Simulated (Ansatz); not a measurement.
`BC(C)(C)F`. Total charge 0; spin multiplicity 1. Geometry: relaxed with PBE0-D4/def2-TZVP.

```xyz
13

B    -0.091   -1.561   -0.309
C    -0.314   -0.016   -0.236
C    -0.599    0.414    1.197
C     0.887    0.728   -0.807
F    -1.431    0.371   -1.003
H     0.829   -2.029    0.295
H    -0.815   -2.264   -0.947
H    -1.482   -0.091    1.595
H    -0.785    1.491    1.219
H     0.251    0.191    1.846
H     1.069    0.448   -1.847
H     1.787    0.515   -0.228
H     0.693    1.803   -0.774
```

Problem. What is the dipole moment at ωB97M-V/def2-TZVPP? (Estimate.)

Solution. Computed: 1.88 D, with components (1.50, 0.02, 1.12) D in this frame, pointing from negative to positive charge.

Problem. And with PBE, r2SCAN, B3LYP? (An estimate is asked.)

Solution. Ansatz gave: PBE 1.79 D, r2SCAN 1.85 D, B3LYP 1.89 D.

Problem. Give the Mulliken charges with ωB97M-V, r2SCAN, B3LYP in def2-TZVPP. (Estimate.)

Solution. The calculation gave: 
| atom | ωB97M-V | r2SCAN | B3LYP |
| --- | --- | --- | --- |
| B1 | -0.19 | -0.04 | -0.12 |
| C2 | 0.21 | 0.31 | 0.31 |
| C3 | -0.32 | -0.19 | -0.28 |
| C4 | -0.32 | -0.19 | -0.28 |
| F5 | -0.25 | -0.27 | -0.27 |
| H6 | 0.09 | 0.01 | 0.04 |
| H7 | 0.10 | 0.03 | 0.06 |
| H8 | 0.12 | 0.06 | 0.10 |
| H9 | 0.11 | 0.05 | 0.09 |
| H10 | 0.11 | 0.05 | 0.09 |
| H11 | 0.12 | 0.06 | 0.10 |
| H12 | 0.11 | 0.05 | 0.09 |
| H13 | 0.11 | 0.05 | 0.09 |

B3LYP here is the variant with VWN-RPA as its local correlation; programs differ in this.
